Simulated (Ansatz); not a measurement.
`C=C[SiH2]BN` + `FCCl` → `C=C[SiH2]Cl` + `NBCF`  (formal exchange of groups at the Si–B bond)

Program: Ansatz. Geometries: PBE0-D4/def2-TZVP. ΔE: electronic, gas phase. CCSD(T)/CBS adds triple-zeta CCSD(T) − MP2 to the extrapolated MP2 energy (def2 sets, frozen cores). This one scheme is used for every species. DFT in def2-TZVPP. B3LYP here is the variant with VWN-RPA as its local correlation; programs differ in this. Each species was taken in one conformer, which may not be the lowest.

```
             level  ΔE (kcal/mol)
           PBE0-D4          -41.5
          B3LYP-D4          -43.0
            B2PLYP          -43.8
             B3LYP          -43.0
     HF/def2-TZVPP          -47.1
    MP2/def2-TZVPP          -44.8
SCS-MP2/def2-TZVPP          -44.2
    MP2/def2-QZVPP          -45.4
```

Task: What does CCSD(T)/CBS give? (Best estimate.)

Result: Computed: -43.6 kcal/mol. The listed levels differ from it by 2.1, 0.6, -0.2, 0.6, -3.5, -1.2, -0.6, -1.8 kcal/mol.

Largest T1 diagnostic among the species: 0.013.

From PBE to PBE0 (25 % exact exchange), in def2-TZVPP and without D4, ΔE moves by −2.3 kcal/mol. In def2-TZVPP, CCSD(T) changes the Hartree–Fock value by +4.5 kcal/mol (the triples alone add +0.9 kcal/mol) and MP2 by +2.3 kcal/mol.
